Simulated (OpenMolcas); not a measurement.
Pd2+ with 6 ligands (bromide) in octahedral coordination (Oh). A charge of +0.667 e stands 2.4 Å behind each ligand. Ligand basis ANO-RCC-VDZP.

```json
{"Program": "OpenMolcas 26.06", "Method": "CASSCF", "Basis": "ANO-RCC-VDZP [6s5p3d1f]", "Scalar Hamiltonian": "DKH2, point nucleus", "Active space": "8 electrons in 5 orbitals (4d)", "State averaging": "2S+1 = 3 even, 10 roots; 2S+1 = 1 even, 15 roots", "Spin-orbit coupling": "RASSI with atomic mean-field integrals over the reference wave functions"}
```

All ligands move together. At R = 2.59 Å the first state of the same spin is 8768 cm-1, and at R = 2.77 Å it is 5583 cm-1.

**Question.** A third run gives 4263 cm-1. What distance was it run at?

**Answer.** With a power law R^-n the two known points give n = -ln(5583 / 8768) / ln(2.77 / 2.59) = 6.72. Then R = 2.59 × (8768 / 4263)^(1/6.72) = 2.883 Å. The run was at 2.88 Å, so the estimate is off by +0.003 Å.

Without dynamic correlation the repulsion within the d shell is too large (B by tens of per cent), so at a given field states of lower spin stand too high. Real 4d8 and 5d8 ions are as a rule square planar and diamagnetic. With metal d orbitals alone the field can be off either way by tens of per cent. Ligand-to-metal charge-transfer states are missing. With no ligand orbital active B as a rule stays too high, so bands that hang on it stand too high and its fall with covalency is understated. The least metal-like active orbital is 81 % on the metal (Löwdin) and no ligand orbital is active, so the numbers are rough (holds for R = 2.59). No measured value stands beside these numbers; the geometry was imposed, not optimised, and the real ion may take another.
